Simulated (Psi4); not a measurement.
A dimer, H2 ··· C3H9Al (SMILES [H][H] and [CH3][Al]([CH3])[CH3]); the first 2 atoms form monomer A.

```
15

H      0.3719     0.0000     0.0000
H     -0.3719     0.0000     0.0000
C      4.4103    -0.9825     1.4437
Al     4.3064     0.0299    -0.2389
C      4.3122     1.9961    -0.2056
C      4.1990    -0.9237    -1.9553
H      5.2924    -1.6490     1.4489
H      4.4679    -0.3469     2.3424
H      3.5334    -1.6458     1.5593
H      3.4716     2.3828     0.3994
H      4.2444     2.4581    -1.2041
H      5.2298     2.3790     0.2778
H      3.2920    -0.6295    -2.5147
H      5.0519    -0.6576    -2.6068
H      4.1876    -2.0213    -1.8546
```

Question: What interaction energy does Psi4 with SAPT0/jun-cc-pVDZ, frozen core give, and which attractive term is the largest?

Answer: Total 0.03 kcal/mol: electrostatics 0.19, exchange 0.03, induction -0.02, dispersion -0.16. The most attractive term is dispersion.
